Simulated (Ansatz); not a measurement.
(H2Ga-mu-PSiH3)2 (Ga₂Si₄P₂H₁₆). The state is a singlet with charge 0. Geometry r2SCAN-D4/def2-SVP, basis def2-TZVP, Ansatz.

| run | HOMO (eV) | LUMO (eV) |
| --- | --- | --- |
| A | -7.17 | -0.71 |
| B | -5.99 | -1.35 |
| C | -6.40 | -1.32 |
| D | -6.14 | -1.51 |
| E | -6.96 | -0.88 |

B3LYP takes the VWN-RPA correlation.

Problem. The runs used B3LYP, BLYP, PBE, PBE0, r2SCAN. Estimate which is which.

Solution. A PBE0 (25 % exact exchange); B BLYP (0 % exact exchange); C r2SCAN (0 % exact exchange); D PBE (0 % exact exchange); E B3LYP (20 % exact exchange). Exact exchange lowers occupied and raises empty levels; among semilocal functionals meta-GGAs tend to open the gap a little, and such runs are hard to tell apart. The gap grows from 4.63 eV (PBE) to 6.46 eV (PBE0).
